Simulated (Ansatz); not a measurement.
Geometry optimisation, RKS r2SCAN-D4/6-31G (Ansatz).

Input:

```yaml
crystal:
  periodic: [false, false, false]
  atoms:
    - { symbol: C, position_ang: [-1.7488, -1.0472, 0.365] }
    - { symbol: Si, position_ang: [-0.1289, -0.752, 1.0372] }
    - { symbol: C, position_ang: [1.1493, -1.6865, -0.0002] }
    - { symbol: O, position_ang: [1.4536, -0.6162, -0.9864] }
    - { symbol: Si, position_ang: [1.1589, 0.6986, -0.005] }
    - { symbol: Si, position_ang: [0.0226, 2.4265, -0.947] }
    - { symbol: H, position_ang: [-2.472, -0.2414, 0.7188] }
    - { symbol: H, position_ang: [-2.1625, -1.961, 0.6354] }
    - { symbol: H, position_ang: [-1.8064, -0.9444, -0.6987] }
    - { symbol: H, position_ang: [-0.0011, -0.9302, 2.5365] }
    - { symbol: H, position_ang: [2.0986, -1.9377, 0.5692] }
    - { symbol: H, position_ang: [0.8183, -2.5932, -0.4375] }
    - { symbol: H, position_ang: [2.3808, 1.076, 0.6903] }
    - { symbol: H, position_ang: [0.8283, 3.1603, -1.917] }
    - { symbol: H, position_ang: [-1.2058, 1.9096, -1.6283] }
    - { symbol: H, position_ang: [-0.4077, 3.4162, 0.1118] }
basis:
  gaussian: { orbitals: "6-31G" }
hamiltonian:
  xc: r2scan
  dispersion: d4
relax:
  f_tol: 0.02
  max_steps: 50
output:
  orbitals: {}
```

Launched with:

```bash
$ ansatz run input.yaml --threads 2 --pin off --max-ram 3072MiB --backend cpu --events-out ev --progress --plain --runs-dir out
```

Problem. Where does it end, and by what steps?

Solution. The run converged. The force dipped under the threshold on the way, but the program's further checks kept it going. Limits of this set-up: no polarisation functions. After 16 steps the energy has fallen by 1.139 eV; H12 moved furthest, 0.90 Å.

```
step  energy less start (eV)  largest force component (eV/Å)  accepted
   0                  0.0000                           3.748       yes
   1                 -0.8608                           1.880       yes
   2                 -1.0651                           0.355       yes
   3                 -1.0654                           0.415       yes
   4                 -1.1150                           0.248       yes
   5                 -1.1215                           0.235       yes
   6                 -1.1331                           0.092       yes
   7                 -1.1358                           0.045       yes
   8                 -1.1366                           0.058       yes
   9                 -1.1372                           0.075       yes
  10                 -1.1378                           0.028       yes
  11                 -1.1381                           0.030       yes
  12                 -1.1382                           0.054       yes
  13                 -1.1385                           0.022       yes
  14                 -1.1386                           0.004       yes
  15                 -1.1386                           0.008       yes
  16                 -1.1387                           0.012       yes
```

```xyz
16
Properties=species:S:1:pos:R:3
C -1.968 -1.109 0.673
Si -0.112 -0.924 1.096
C 1.179 -1.648 -0.203
O 1.998 -0.440 -0.525
Si 1.157 0.920 0.296
Si 0.165 2.441 -1.219
H -2.580 -0.506 1.354
H -2.282 -2.156 0.769
H -2.164 -0.779 -0.353
H 0.149 -1.368 2.516
H 1.847 -2.426 0.184
H 0.702 -2.020 -1.120
H 2.107 1.649 1.218
H 1.179 3.096 -2.116
H -0.846 1.730 -2.077
H -0.555 3.518 -0.448
```

The run took 3 min on 2 threads of Arm Neoverse N1, with other jobs on the host, peak memory 0.19 GiB.
